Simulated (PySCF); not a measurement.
NbO, SMILES [Nb]=[O] (connectivity only; charge and spin as stated), neutral, multiplicity 4. Atoms are numbered in the order given.

```xyz
2

Nb     0.0000     0.0000    -0.2757
O      0.0000     0.0000     1.4132
```
Charge 0, spin multiplicity 4.

Coordinates come from a B3LYP-D3(BJ)/def2-TZVPD optimisation. The multiplicity is an assumed one; other spin states were not compared. The def2 effective core potentials stand for the cores of Nb; spin–orbit coupling is left out.

Computed with r2SCAN/def2-TZVPD (PySCF).

Mulliken values depend strongly on the basis, most of all with diffuse functions as here. ESP charges are fitted to the potential on shells at 1.4 to 2.0 van der Waals radii. Atomic charges (e):

| atom | ESP fit | Mulliken | Mulliken spin |
|---|---|---|---|
| Nb1 | … | 0.62 | 3.28 |
| O2 | … | -0.62 | -0.28 |

Question: Some entries are withheld; supply them. (An estimate is asked for; the answer gives what the named calculation found.)

Answer: 
- Nb1, ESP fit: 0.44
- O2, ESP fit: -0.44
